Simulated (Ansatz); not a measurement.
Input file for Ansatz (a quantum-chemistry and plane-wave program): R-B2PLYP/def2-TZVPPD on AsH3 (SMILES [AsH3]) with ghost functions. Files ending in .json are basis or fitting sets from the Basis Set Exchange. The run froze 14 orbitals, filled d shells among them.

Ansatz 0.2 input:
```yaml
crystal:
  periodic: [false, false, false]
  atoms:
    - {symbol: As, position_ang: [-0.03965920, -0.63653520, 3.97773864]}
    - {symbol: H, position_ang: [-1.50907004, -0.87840107, 3.65932360]}
    - {symbol: H, position_ang: [-0.24686617, 0.86812482, 4.08297267]}
    - {symbol: H, position_ang: [-0.26637516, -0.83720666, 5.47526886]}
basis:
  gaussian:
    orbitals: def2-TZVPPD.json
    ghost_atoms:
      - {symbol: S, position_ang: [-0.28019333, 0.37876062, 0.35636734]}
      - {symbol: H, position_ang: [-0.42542070, -0.95568377, 0.34686382]}
      - {symbol: H, position_ang: [1.00566485, 0.29105727, 0.73162682]}
hamiltonian:
  xc: {name: B2PLYP}
magnetization: {spin_polarized: false}
correlation: {electrons: outside_noble_gas}
scf: {lower_state_search: off}
```

It printed:

```
WARN ansatz: RAYON_NUM_THREADS=1 ignored (pool sized by the plan → 1); use --threads N
Functional definition: B2PLYP
these checks for a lower state are left out or cut short: stability, starts, cluster_reference, orbital_swaps, neighbouring_geometries, increment
integrals: 0.27 GiB planned
1076 factors; integrals over basis functions are off by at most 1.1e-3 eV
mean field: 0.73 GiB planned
mean field evaluation 1: about -60876.9060 eV, gradient 7.4e0 eV
mean field evaluation 2: about -60876.9318 eV, gradient 7.4e0 eV
mean field evaluation 4: about -60877.0640 eV, gradient 6.3e-1 eV
mean field evaluation 8: about -60877.0661 eV, gradient 2.8e-3 eV
mean field -60877.06612130 eV, -2237.1909160003 hartree, gradient 5.3e-6 eV, S^2 0.000000; 0 other end points of the search recorded, 0 dependent functions left out
14 core orbitals not correlated
reference -60877.06626776 eV, -2237.1909213826 hartree; 4, 4 occupied and 172, 172 virtual orbitals, 1076 factors
second order -5.31099881 eV of doubles, -0.00000000 eV of singles
Total energy: -60878.50023744 eV, -2237.2436187964 hartree
Checks for a lower state left out: stability, starts, cluster_reference, orbital_swaps, neighbouring_geometries, increment
```

The run converged.

Cost: very roughly 4 core-seconds.
